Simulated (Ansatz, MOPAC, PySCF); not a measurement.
Complex: aminoborane (SMILES BN) (first 6 atoms) with aminoborane (SMILES BN); geometry from B3LYP-D3(BJ)/def2-TZVP, rigid monomers moved along the line of their centres of mass till H5···N8 is 3.38 Å.
(charge 0, multiplicity 1):
```xyz
12

B     -0.78388     0.35518    -0.29068
N      0.43003    -0.19948     0.07792
H     -1.08857     0.40513    -1.44203
H     -1.50936     0.78107     0.56006
H      0.73146    -0.26955     1.03819
H      1.08552    -0.57989    -0.58495
B      0.29398    -0.73614     4.98534
N      0.03172     0.42658     4.27165
H     -0.41707    -1.68056     4.83149
H      1.23359    -0.76483     5.71930
H      0.57466     1.26926     4.37193
H     -0.75819     0.53633     3.65405
```

Counterpoise-corrected where a basis set is named; no monomer relaxation. Rows marked so take none.

Frozen-core correlation. Rows in 3-21G, 6-311+G**, 6-31G* carry no dispersion term and start afresh at each structure (6-31G* with six Cartesian d functions). MP2/6-31G* freezes PySCF's default core. The state reached by PM3 isn't checked.

Run with Ansatz (an electronic-structure program) with Gaussian orbitals; MOPAC for PM3 (differences of heats of formation); PySCF for 3-21G rows, 6-311+G** rows, 6-31G* rows, the dispersion terms. 

Other levels give for the interaction energy: PBE/def2-TZVPPD -44.7; B3LYP/def2-TZVPPD -28.0; B3LYP-D3(BJ)/def2-TZVPPD -53.9; wB97M-V/def2-TZVPPD -52.2; CCSD(T)/aug-cc-pVDZ -52.3 meV.

Common cheap choices:

```csv
level,interaction energy (meV)
PM3,-13.6
HF/3-21G (no counterpoise),-52.0
HF/6-31G*,-32.7
HF/6-31G* (no counterpoise),-49.3
B3LYP/6-31G*,-35.2
B3LYP/6-311+G** (no counterpoise),-30.5
M06-2X/6-31G* (no counterpoise),-67.0
MP2/6-31G* (no counterpoise),-69.5
```
